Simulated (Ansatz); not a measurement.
## Relaxing a trial structure of C5H9OS+

The starting geometry of this gas-phase singlet was optimised with GFN2-xTB.

```tsv
atom	x (Å)	y (Å)	z (Å)
C	-1.1361	-2.7900	0.3219
C	0.0158	-1.8665	0.6444
C	1.3695	-2.4483	0.2898
C	-1.5782	0.5700	0.3980
C	-0.4198	1.0485	1.0420
O	0.3323	1.5711	1.7307
S	-0.1430	-0.3112	-0.3959
H	-2.1044	-2.3469	0.5446
H	-1.1172	-3.0839	-0.7245
H	-1.0420	-3.6901	0.9258
H	-0.0058	-1.5408	1.6865
H	1.4116	-2.7259	-0.7609
H	2.1753	-1.7504	0.5031
H	1.5371	-3.3450	0.8825
H	-2.0830	1.2574	-0.2790
H	-2.2761	-0.0414	0.9670
```

Problem. Predict what it relaxes into with PBE-D3(BJ)/def2-SVP.

Solution. A bond breaks, leaving `CC(C)SCC#[O+]`. Contacts that open: C5–S7 (2.00 → 2.52 Å).

The energy falls by 0.26 eV over 17 steps:

```json
{"step": "1", "E − E(last) (eV)": "0.258"}
{"step": "3", "E − E(last) (eV)": "0.089"}
{"step": "5", "E − E(last) (eV)": "0.062"}
{"step": "6", "E − E(last) (eV)": "0.036"}
{"step": "8", "E − E(last) (eV)": "0.013"}
{"step": "10", "E − E(last) (eV)": "0.004"}
{"step": "12", "E − E(last) (eV)": "0.001"}
{"step": "13", "E − E(last) (eV)": "0.001"}
{"step": "15", "E − E(last) (eV)": "0.000"}
{"step": "17", "E − E(last) (eV)": "0.000"}
```

Final geometry (Å):

```tsv
atom	x (Å)	y (Å)	z (Å)
C	-1.1372	-2.7126	0.4608
C	0.1254	-1.8798	0.6249
C	1.3973	-2.5850	0.1431
C	-1.4132	0.5413	0.2599
C	-0.8130	1.2747	1.3257
O	-0.2686	1.8326	2.1609
S	0.0774	-0.3222	-0.4078
H	-2.0563	-2.2024	0.8181
H	-1.2883	-3.0157	-0.5940
H	-1.0411	-3.6331	1.0724
H	0.2640	-1.5544	1.6790
H	1.3216	-2.8781	-0.9236
H	2.3017	-1.9616	0.2837
H	1.5301	-3.5126	0.7351
H	-1.8406	1.2473	-0.4896
H	-2.2231	-0.1319	0.6275
```

The end wasn't checked by frequencies. Run with Ansatz 0.2.0, 24 s on 4 threads of Arm Neoverse V2, with other jobs on the host.
